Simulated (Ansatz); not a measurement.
Consider the isomerisation: `C[Si]1([SiH3])CC1` → `[SiH3]C1C[SiH2]C1`.

Program: Ansatz. Geometries: PBE0-D4/def2-TZVP. ΔE: electronic, gas phase. CBS: MP2 limit from def2 TZ/QZ plus the TZ coupled-cluster correction, frozen cores. DFT in def2-TZVPP. B3LYP here is the variant with VWN-RPA as its local correlation; programs differ in this.

`C[Si]1([SiH3])CC1`:

Z-matrix (Å, degrees):
```
C
Si 1 1.869
H 1 1.092 2 111.2
H 1 1.092 2 111.2 3 120.6
H 1 1.092 2 109.7 3 -119.7
Si 2 2.319 1 118.9 3 -60.5
C 2 1.857 1 118.4 3 147.5
C 2 1.857 1 118.4 3 91.4
H 6 1.489 2 111.9 1 60.5
H 6 1.489 2 111.8 1 -60.4
H 6 1.488 2 108.2 1 -180.0
H 7 1.085 2 120.0 1 148.1
H 7 1.086 2 118.4 1 3.5
H 8 1.085 2 120.0 1 -148.1
H 8 1.086 2 118.4 1 -3.5
```

`[SiH3]C1C[SiH2]C1`:

Cartesian coordinates in Å:
```
Si -0.345 1.795 0.639
C -0.361 -0.081 0.674
C -1.058 -0.690 -0.587
Si 0.665 -1.091 -1.238
C 1.078 -0.686 0.556
H -1.734 2.331 0.664
H 0.408 2.334 1.804
H 0.319 2.268 -0.609
H -0.858 -0.377 1.604
H -1.626 -1.590 -0.338
H -1.716 -0.024 -1.149
H 0.937 -2.466 -1.744
H 1.196 -0.120 -2.234
H 1.188 -1.585 1.168
H 1.907 -0.017 0.790
```

```tsv
level	ΔE (kJ/mol)
revPBE-D4	12.9
ωB97X-V	-0.2
B2PLYP	6.8
B3LYP	14.0
```

Task: What does CCSD(T)/CBS give? (Estimate.)

Result: Ansatz gave: +0.5 kJ/mol. The listed levels differ from it by 12.4, -0.7, 6.3, 13.5 kJ/mol.

Largest T1 diagnostic among the species: 0.011.

From BLYP to BHLYP (50 % exact exchange), in def2-TZVPP and without D4, ΔE moves by −19.3 kJ/mol. In def2-TZVPP, CCSD(T) changes the Hartree–Fock value by +9.3 kJ/mol (the triples alone add +2.2 kJ/mol) and MP2 by +6.0 kJ/mol.

CCSD(T)/CBS has its own doubt, a few kJ/mol and more with outer-core shells, so smaller differences from it don't rank the levels.
